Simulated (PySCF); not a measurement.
# Computed structure and properties of [La(H2O)]3+

System: [La(H2O)]3+ (singlet); start: template (C2v). Method: PySCF 2.14.0, RKS r2SCAN, La lcecp-1-SVP with ECP46, O def2-SVP, H def2-SVP; non-relativistic Hamiltonian with scalar-relativistic core potentials where named; density fitting; no spin-orbit coupling.

Input of the relaxation:

```python
mol = gto.M(atom='''
La     0.00000     0.00000    -0.30141
O      0.00000     0.00000     2.25859
H      0.77000    -0.00000     2.84859
H     -0.77000     0.00000     2.84859''',
    basis={'La': 'lcecp-1-SVP', 'O': 'def2-SVP', 'H': 'def2-SVP'},
    ecp={'La': 'lcecp-1-SVP'},
    charge=3, spin=0)
mf = dft.RKS(mol, xc='R2SCAN')
mf.grids.atom_grid = (50, 194)  # f atoms: unpruned, at least (60, 302)
mf = mf.density_fit()  # fitting sets: La AutoAux, O def2-universal-JKFIT, H def2-universal-JKFIT
mf.conv_tol = 1e-08; mf.max_cycle = 55
mf.kernel(dm0)  # dm0: converged density of the start geometry
# quasi-Newton relaxation in Cartesian coordinates to a largest gradient under 0.00045 Eh/bohr, steps kept in the point group
```

Run from Python with OMP_NUM_THREADS=2; the lines above give its settings. Where DIIS fails, smearing, a level shift and second-order steps follow.
It took 8 s on 2 threads of Intel(R) Xeon(R) Platinum 8488C (Sapphire Rapids), with other jobs on the host, from the converged density of the start.

Course of the relaxation:

```
step  energy above end (eV)  largest force component within the symmetry (eV/Å)
   0                 0.2114                                               2.779
   1                 0.0967                                               1.149
   2                 0.0117                                               0.633
   3                 0.0026                                               0.410
   4                 0.0000                                               0.059
   5                 0.0000                                               0.004
```

Relaxed geometry (C2v):

```xyz
4

La    0.0000    0.0000   -0.1555
O     0.0000    0.0000    2.1838
H     0.7770    0.0000    2.8130
H    -0.7770    0.0000    2.8130
```

| contact | Å |
| --- | --- |
| La1–O2 (H2O) | 2.339 |

On the finer grid (75, 302):

```yaml
HOMO: -25.68 eV
LUMO: -20.13 eV
Dipole_about_the_centre_of_mass: 2.40 D
Set_of_Mulliken_populations_of_La1_outside_the_core_potential: s 2.03, p 6.03, d 0.31, f 0.02
D3_BJ_dispersion_energy_not_in_the_energies: -0.014 eV
```

```
atom  Mulliken (e)  Löwdin (e)  spin (e)
 La1          2.61        2.52      0.00
  O2         -0.35        0.01      0.00
  H3          0.37        0.23      0.00
  H4          0.37        0.23      0.00
```

The large-core potential holds the 4f shell empty.

No frequency check is given for this geometry.

Taking off one H2O (charge 0, singlet; the rest: singlet) in vacuum, both parts rigid, costs 4.43 eV; the small basis without counterpoise inflates it. Parting with an electron moved from the ligand to the metal can be far cheaper, even downhill.

Rigid scan of H2O along the line from its metal:

```json
{"distance to O2 (Å)": "2.04", "energy (eV)": "0.741"}
{"distance to O2 (Å)": "2.14", "energy (eV)": "0.286"}
{"distance to O2 (Å)": "2.24", "energy (eV)": "0.063"}
{"distance to O2 (Å)": "2.34", "energy (eV)": "0.000"}
{"distance to O2 (Å)": "2.44", "energy (eV)": "0.046"}
{"distance to O2 (Å)": "2.54", "energy (eV)": "0.161"}
{"distance to O2 (Å)": "2.74", "energy (eV)": "0.504"}
```

One start shape was tried, so this needn't be the lowest isomer.
